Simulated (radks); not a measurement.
Lu II, 70 electrons, occupied as [Xe] 4f14 6s2.

Calculated with a radial shooting solver on a logarithmic mesh with Libxc functionals: scalar-relativistic Kohn-Sham, PBE, spin-polarised, spherical densities, finite nucleus; Fermi nuclear charge, rms radius 5.37 fm.

Energy parts (eV):
part                      energy
total                 -396232.55
kinetic                432829.88
electron-nucleus      -975708.18
Hartree                154805.58
exchange-correlation    -8159.83

Orbitals (lengths in bohr, moments of r in powers of bohr; r(max) is where P^2 peaks):
| orbital | occ. | eigenvalue (eV) | r(max) | <r^2> |
|---|---|---|---|---|
| 1s | 2 | -63234.33 | 0.01214 | 0.0005122 |
| 2s | 2 | -10771.93 | 0.06931 | 0.007920 |
| 2p | 6 | -9479.283 | 0.05660 | 0.006494 |
| 3s | 2 | -2447.982 | 0.1957 | 0.05168 |
| 3p | 6 | -2059.909 | 0.1931 | 0.05225 |
| 3d | 10 | -1593.566 | 0.1574 | 0.04344 |
| 4s | 2 | -494.3697 | 0.4461 | 0.2580 |
| 4p | 6 | -367.0130 | 0.4671 | 0.2936 |
| 4d | 10 | -200.7645 | 0.4809 | 0.3482 |
| 5s | 2 | -69.9484 | 1.043 | 1.538 |
| 5p | 6 | -40.4186 | 1.193 | 2.180 |
| 4f | 14 | -18.4780 | 0.4688 | 0.6889 |
| 6s | 2 | -11.0490 | 2.868 | 11.99 |

The highest occupied level is 6s at -11.049 eV. For comparison, the ionisation energy in NIST's Atomic Spectra Database is 14.13 eV (semi-empirical). In exact Kohn-Sham theory the highest level is minus the ionisation energy, but local and semilocal functionals leave it too shallow, through self-interaction and a potential that decays too fast; potentials with the right tail come closer. The density falls to 0.001 e/bohr^3 at r = 4.63 bohr. The electron density at the nucleus is 1.177e+06 e/bohr^3 (large components only).
